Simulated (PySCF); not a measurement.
Mo(S)2(OH)2 (H2MoO2S2), SMILES [OH][Mo]([OH])(=[S])=[S], multiplicity 1. Atoms are numbered in the order given.

```xyz
7

Mo     0.0000     0.0000    -0.2331
S     -1.6961     0.0000     1.0193
S      1.6961     0.0000     1.0193
O      0.0000     1.5109    -1.2942
H      0.0000     2.4462    -1.0599
O      0.0000    -1.5109    -1.2942
H      0.0000    -2.4462    -1.0599
```
Charge 0, spin multiplicity 1.

The structure is a stationary point at PBE0-D3(BJ)/def2-SVP. The geometry has at least one imaginary mode, so it is a saddle point at that level. The spin state was assumed, not searched. The def2 effective core potentials stand for the cores of Mo; spin–orbit coupling is left out. The values are those of a single conformer.

These are PySCF with PBE/def2-TZVP values and carry that method's errors.

Gas-phase values at a fixed geometry.

```
Item                                                                                                             Value
---------------------------------------------------------------------------------------------  -----------------------
total energy                                                                                       -1016.06893 hartree
point group                                                                                                        C2v
highest occupied level                                                                                        -6.00 eV
lowest empty level                                                                                            -3.74 eV
orbital gap                                                                                                    2.26 eV
dipole moment                                                                                                   1.15 D
quadrupole, principal values (traceless, Buckingham form, about the centre of nuclear charge)  -8.71, -8.35, 17.07 D·Å
mean static polarisability                                                                       88.8 bohr³ (13.16 Å³)
polarisability, principal values                                                               72.7, 80.7, 113.1 bohr³
```
